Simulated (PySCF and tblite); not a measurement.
The numbers below are computed, except where a source is named.
System: C6H10S2, numbered as in [CH2:1]1[S:2][CH2:3][C@@H:4]([CH:5]2[CH2:6][CH2:7]2)[S:8]1.

Motion: rotation about the C4–C5 bond (torsion C3–C4–C5–C6 from -166° to -53°, rising). GFN2-xTB gives an electronic barrier of 3.2 kcal/mol and a reaction energy of 1.4 kcal/mol.

What does revPBE/pcSseg-1 + D3(BJ) give on GFN2-xTB geometries?

A barrier of 4.2 kcal/mol, 1.0 above the tight-binding barrier (from unrounded values), a reaction energy of 1.3 kcal/mol and, with GFN2-xTB thermal terms, ΔG‡(298 K) = 5.0 kcal/mol and k = 1.3×10⁹ s⁻¹ (1 equivalent path).

Programs: tblite and PySCF.
